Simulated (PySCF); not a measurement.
# Working with the constants of AlI⁺

UHF-CCSD(T) constants of AlI⁺, ²Σ⁺ (doublet), unpaired electrons σ ↑ (basis Al def2-SVP, I def2-SVP with ECP28; scalar-relativistic core potentials; PySCF 2.14; masses 26.9815 and 126.9045 u):

* ωe: 377.8 cm⁻¹
* ωexe: 2.73 cm⁻¹
* Be: 0.1303 cm⁻¹
* αe: 0.000831 cm⁻¹
* D (centrifugal): 6.2e-08 cm⁻¹
* De to Al⁺ + I: 0.85 eV

Question: Give the vibrational terms G(v) and spacings up to v = 6.

Answer: G(v) = ωe(v+½) − ωexe(v+½)².

```csv
v,G(v) (cm⁻¹),G(v) − G(v−1),Bv (cm⁻¹)
0,188.2,,0.1299
1,560.6,372.3,0.1291
2,927.4,366.9,0.1282
3,1288.9,361.4,0.1274
4,1644.8,356.0,0.1266
5,1995.3,350.5,0.1257
6,2340.4,345.0,0.1249
```

Question: How well does the Morse estimate ωe²/(4ωexe) reproduce De, and what is D0?

Answer: It gives 1.62 eV, 191 % of the computed De. D0 = De − G(0) = 0.85 − 0.02 = 0.83 eV.

Correlated steps freeze 9 core orbitals. Correlated levels converge slowly with the basis: in double zeta they bind strong bonds too weakly, by up to about 1 eV, and carry superposition errors of some tenths. These are scalar-relativistic numbers at best; spin–orbit coupling would shift them, the dissociation energy most. For an ion De counts to the pair picked by the measured ionisation energies or electron affinities, which need not be the lowest pair at this level. The state is the lowest determinant that a PBE0 search found; another state may lie lower at other levels.
